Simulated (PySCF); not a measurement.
Gas-phase reaction: GeBr2 + 4 H ⇌ GeH4 + Br2

Method: PySCF energies plus ideal-gas RRHO corrections (1 bar). † marks an energy on the PBE0/def2-TZVP geometry and frequencies; other levels use their own. MP2 and CCSD(T) freeze the core. Open shells (unrestricted): H (multiplicity 2); the rest are closed-shell singlets. Br, Ge: all electrons, no relativistic terms. MP2 isn't extrapolated to the basis-set limit; its ΔH°(298 K) is -606.6 kJ in def2-SVP and -636.7 kJ in def2-TZVPP. CCSD(T) isn't extrapolated to the basis-set limit; its ΔH°(298 K) is -662.1 kJ in def2-SVP and -693.9 kJ in def2-TZVPP. The harmonic model lacks anharmonicity and excited electronic states, which grow with temperature; levels with a mode under 35 cm⁻¹ are left out. Soft modes under 120 cm⁻¹ make the harmonic entropy rough for GeBr2.

| level | ΔE electronic, kJ | ΔH°(298 K), kJ | ΔS°(298 K), J/K | ΔG°(1200 K), kJ |
|---|---|---|---|---|
| CCSD(T)/def2-TZVPP† | -751 | -694 | -315 | -283 |
| MP2/def2-TZVPP† | -694 | -637 | -315 | -226 |
| PBE/def2-SVP | -694 | -639 | -315 | -230 |
| PBE0/def2-QZVP† | -717 | -659 | -315 | -249 |
| ωB97X-V/def2-TZVP† | -749 | -692 | -315 | -281 |
ΔH° is lowest at CCSD(T)/def2-TZVPP† and highest at MP2/def2-TZVPP†. No reference value is set beside these.
